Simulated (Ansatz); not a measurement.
Ansatz (a program for electronic structure) input (r2SCAN0/def2-TZVPD):

Ansatz 0.2 input:
```yaml
crystal:
  periodic: [false, false, false]
  atoms:
    - {symbol: Zn, position_ang: [0.00000000, 0.00000000, 0.00000000]}
    - {symbol: F, position_ang: [-0.00000000, -0.00000000, -1.77902517]}
    - {symbol: F, position_ang: [0.00000000, 0.00000000, 1.77902517]}
basis:
  gaussian:
    orbitals: def2-TZVPD
hamiltonian:
  xc: {name: r2SCAN0}
total_charge: 1
magnetization: {spin_polarized: true, initial_magnetization: 1}
output: {forces: true}
```

End of the output:

```
integrals: 0.05 GiB planned
931 factors; their error is unknown
mean field: 0.68 GiB planned
mean field evaluation 1: about -53809.7088 eV, gradient 1.0e2 eV
mean field evaluation 2: about -53625.7617 eV, gradient 2.6e2 eV
mean field evaluation 4: about -53837.7303 eV, gradient 2.7e1 eV
mean field evaluation 8: about -53839.7935 eV, gradient 9.1e-1 eV
mean field evaluation 16: about -53839.9061 eV, gradient 8.1e-5 eV
mean field evaluation 32: about -53838.6649 eV, gradient 5.6e-4 eV
mean field -53839.90611992 eV, -1978.5800559079 hartree, gradient 3.7e-6 eV, S^2 0.765346; 5 other end points of the search recorded, 0 dependent functions left out
the calculation of the forces begins
reference -53839.90614248 eV, -1978.5800567370 hartree; 24, 23 occupied and 107, 108 virtual orbitals, 931 factors
Total energy: -53839.90614248 eV, -1978.5800567370 hartree
Atom 0 at     0.000000     0.000000     0.000000 Å, force     0.000000    -0.000000    -0.000000 eV/Å
Atom 1 at    -0.000000    -0.000000    -1.779025 Å, force    -0.000000     0.000000     0.394333 eV/Å
Atom 2 at     0.000000     0.000000     1.779025 Å, force    -0.000000     0.000000    -0.394333 eV/Å
Dipole moment:    -0.000000    -0.000000     0.000000 e Å
```

The spin state was set by rule; other spins were not relaxed.
